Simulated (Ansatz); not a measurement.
Species: Si₂H₅, charge 1, singlet. Si2H5+ (parent SMILES [SiH2][SiH3], singlet).
B3LYP-D3(BJ)/def2-TZVP minimum from Ansatz (an electronic-structure program):
```xyz
7

Si     1.1954    -0.1217     0.0165
Si    -1.1623     0.1212    -0.0275
H      2.1297     0.9663     0.3668
H      1.8973    -1.3972    -0.2278
H     -1.4532    -0.2060     1.3867
H     -1.3998     1.5295    -0.3817
H     -1.6373    -0.8859    -0.9894
```
Charge +1, spin multiplicity 1.

Total energies in cc-pV(T+d)Z, 12 correlated electrons, 10 frozen orbitals. Radicals and triplets start from unrestricted determinants; spin-orbit coupling is neglected. Cores are frozen in correlated methods. No relativity. The spin of H5Si2+ (parent SMILES [SiH2][SiH3], singlet) was assumed, and the state is the lowest solution found for it.

```json
[
 {"method": "HF", "program": "Ansatz", "energy (Eh)": "-580.49727", "minus CCSDT(Q) (mEh)": "277.80"},
 {"method": "MP2", "program": "Ansatz", "energy (Eh)": "-580.71981", "minus CCSDT(Q) (mEh)": "55.25"},
 {"method": "CCSD", "program": "Ansatz", "energy (Eh)": "-580.76576", "minus CCSDT(Q) (mEh)": "9.30"},
 {"method": "CCSD(T)", "program": "Ansatz", "energy (Eh)": "-580.77339", "minus CCSDT(Q) (mEh)": "1.67"},
 {"method": "CCSDT(Q)", "program": "Ansatz", "energy (Eh)": "-580.77506", "minus CCSDT(Q) (mEh)": "0.00"}
]
```

Rough core times of Ansatz's runs on a shared machine: CCSD(T) under 20 s, CCSDT(Q) 20 min.
